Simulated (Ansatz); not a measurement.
A run for Ansatz (a program for electronic structure): R-CCSD(T)/cc-pV(D+d)Z on BCl2HO (SMILES OB(Cl)Cl), a point of a torsion scan. Files ending in .json are basis or fitting sets from the Basis Set Exchange.

Ansatz 0.2 input:
```yaml
crystal:
  periodic: [false, false, false]
  atoms:
    - {symbol: O, position_ang: [-0.87280461, -0.53167703, 0.25132740]}
    - {symbol: B, position_ang: [0.31373375, 0.05009695, 0.10447280]}
    - {symbol: Cl, position_ang: [1.70627713, -0.92141684, -0.22051255]}
    - {symbol: Cl, position_ang: [0.50061707, 1.78738241, 0.14188523]}
    - {symbol: H, position_ang: [-1.65343913, -0.37095425, -0.27164342]}
basis:
  gaussian:
    orbitals: cc-pV_D+d_Z.json
magnetization: {spin_polarized: false}
correlation: {method: ccsd_t, electrons: outside_noble_gas}
scf: {lower_state_search: off}
```

It printed:

```
WARN ansatz: RAYON_NUM_THREADS=1 ignored (pool sized by the plan → 1); use --threads N
Functional definition: HF
these checks for a lower state are left out or cut short: stability, starts, cluster_reference, orbital_swaps, neighbouring_geometries, increment
integrals: 0.07 GiB planned
780 factors; integrals over basis functions are off by at most 1.0e-3 eV
mean field: 0.19 GiB planned
mean field evaluation 1: about -27733.8467 eV, gradient 3.2e1 eV
mean field evaluation 2: about -27733.9365 eV, gradient 3.2e1 eV
mean field evaluation 4: about -27736.0281 eV, gradient 2.3e0 eV
mean field evaluation 8: about -27736.0568 eV, gradient 1.9e-1 eV
mean field -27736.05696283 eV, -1019.2812932095 hartree, gradient 1.8e-6 eV, S^2 0.000000; 0 other end points of the search recorded, 0 dependent functions left out
12 core orbitals not correlated
reference -27736.05696283 eV, -1019.2812932095 hartree; 12, 12 occupied and 55, 55 virtual orbitals, 780 factors
second order -14.70987804 eV of doubles, -0.00000000 eV of singles
coupled cluster: 0.18 GiB planned
cycle   1  -15.19806930 eV  change   -4.9e-1 eV  update   8.1e-2
cycle   2  -15.49279288 eV  change   -2.9e-1 eV  update   2.2e-2
cycle   3  -15.56403859 eV  change   -7.1e-2 eV  update   1.2e-2
cycle   4  -15.55971875 eV  change    4.3e-3 eV  update   3.1e-3
cycle   5  -15.55828190 eV  change    1.4e-3 eV  update   1.2e-3
cycle   6  -15.55826575 eV  change    1.6e-5 eV  update   3.7e-4
cycle   7  -15.55816311 eV  change    1.0e-4 eV  update   1.2e-4
cycle   8  -15.55820345 eV  change   -4.0e-5 eV  update   5.0e-5
cycle   9  -15.55821398 eV  change   -1.1e-5 eV  update   1.8e-5
perturbative correction -0.39742197 eV, -0.0146049880 hartree
Total energy: -27752.01259879 eV, -1019.8676520156 hartree
Checks for a lower state left out: stability, starts, cluster_reference, orbital_swaps, neighbouring_geometries, increment
```

The calculation finished and met its thresholds.

Cost: roughly 4 core-seconds.
